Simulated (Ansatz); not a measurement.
Reaction (ligand exchange at the Si–N bond): `N[SiH](O)S` + H₂S → `O[SiH](S)S` + NH₃

Program: Ansatz. Geometries: PBE0-D4/def2-TZVP. ΔE: electronic, gas phase. CCSD(T)/CBS adds triple-zeta CCSD(T) − MP2 to the extrapolated MP2 energy (def2 sets, frozen cores). This one scheme is used for every species. DFT in def2-TZVPP. One conformer a species, not always the lowest.

```
     species  PBE-D4 energy (Eh)
`N[SiH](O)S`          -820.40376
         H₂S          -399.22838
`O[SiH](S)S`         -1163.12455
         NH₃           -56.51101
```

(1) Work out ΔE.

Largest T1 diagnostic among the species: 0.012.

Results:

(1) ΔE = (-1163.12455) + (-56.51101) − (-820.40376) − (-399.22838) = -0.00342 Eh = -9.0 kJ/mol. CCSD(T)/CBS gives +0.5 kJ/mol.

From PBE to PBE0 (25 % exact exchange), in def2-TZVPP and without D4, ΔE moves by +3.7 kJ/mol. Leaving LDA and LC-ωPBE aside and taking each functional with its dispersion term where it has one, the values, not all of them listed here, spread over 18.0 kJ/mol, from revPBE-D4 to CAM-B3LYP-D4. LDA lies +6.8 kJ/mol from PBE without D4.
